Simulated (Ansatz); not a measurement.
Stepwise reaction of `CB(C)O[SiH3]` with hydrogen sulfide, as a gas-phase model of exchange steps in deposition or etching. ΔE in kJ/mol.

Calculated with Ansatz (gas phase, PBE0-D4/def2-TZVP geometries, no zero-point term in ΔE). CCSD(T)/CBS is the MP2 limit (def2-TZVPP, def2-QZVPP) plus CCSD(T) − MP2 in def2-TZVPP, frozen cores. This one scheme is used for every species. DFT in def2-TZVPP. B3LYP here is the variant with VWN-RPA as its local correlation; programs differ in this. One conformer a species, not always the lowest.

```
step                                     reaction  PBE-D4  B3LYP-D4  ωB97M-V  CCSD(T)/CBS
   1  `CB(C)O[SiH3]` + H₂S → `CB(S)O[SiH3]` + CH₄   -80.4     -78.1    -72.4        -75.0
   2  `CB(S)O[SiH3]` + H₂S → `[SiH3]OB(S)S` + CH₄   -66.7     -64.4    -61.1        -62.5
```

By hand: ΔE of the 2 steps together at CCSD(T)/CBS.

(-75.0) + (-62.5) = -137.5 kJ/mol, or -68.8 kJ/mol a step.

In ΔE each step is higher than the one before. All are downhill at CCSD(T)/CBS. PBE-D4 differs from CCSD(T)/CBS by -5.4 to -4.2 kJ/mol a step. Isolated molecules leave out the surface, adducts and barriers. Largest T1 diagnostic: 0.013.
